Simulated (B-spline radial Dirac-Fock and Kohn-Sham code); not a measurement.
Binding energies of W⁶⁴⁺ at several levels of theory

System: W⁶⁴⁺, configuration [He] 2s2 2p6.

The density-functional columns are spherical, spin-unpolarised Dirac-Kohn-Sham results without Breit or QED terms: −ε is minus the orbital energy of the initial state and ΔSCF the difference of two total energies. The reference in the last column comes from Dirac-Fock ΔSCF + Breit + QED. All numbers are from an atomic code on a B-spline grid, in eV; a selection of levels is shown. For the 1s level of heavy atoms much of the gap between ΔSCF and the reference is the Breit and QED part, -340.6 eV here; for other levels the error of the functional can be larger.

```tsv
level	LDA −ε	LDA ΔSCF	Dirac-Fock
K	75005.6	75623.4	75282.5
L1	17292.7	17446.6	17471.5
L2	16864.6	17051.9	16991.5
L3	15461.9	15628.9	15602.6
```

For the outermost level NIST gives 15566 ± 11 eV (semi-empirical); the differences from it are LDA −ε -104.11, LDA ΔSCF +62.90, Dirac-Fock +36.59 eV.

Values without a named source are computed, but for edge energies of neutral atoms, which are taken from tables.
